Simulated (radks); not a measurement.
Values are calculated unless marked as measured or tabulated.
Task: Neutral phosphorus, [Ne] 3s2 3p3. Code: a radial shooting solver on a logarithmic mesh with Libxc functionals. Model: non-relativistic Kohn-Sham, exchange-only B88, spin-polarised, spherical densities, point nucleus. Every spin shell is full or empty, so the densities are truly spherical. Functionals are evaluated on that one density, not self-consistently. Rank these exchange functionals by their error against the exact value of the orbitals, and give that value: LDA, PBE, PBEsol, revPBE, RPBE, PW86, AM05, SOGGA, B86b, EV93, APBE, TPSS, revTPSS, SCAN, MVS.

Result: Exact: -22.5888 hartree. From best to worst, with 100 (|E| - |E exact|)/|E exact| (equal figures are ties): RPBE +0.07, revPBE -0.08, B86b +0.12, MVS -0.19, TPSS +0.26, SCAN +0.30, revTPSS -0.41, PBE -0.51, PW86 +0.57, APBE +0.65, EV93 +1.36, PBEsol -3.51, SOGGA -3.55, AM05 -7.04, LDA -8.06.
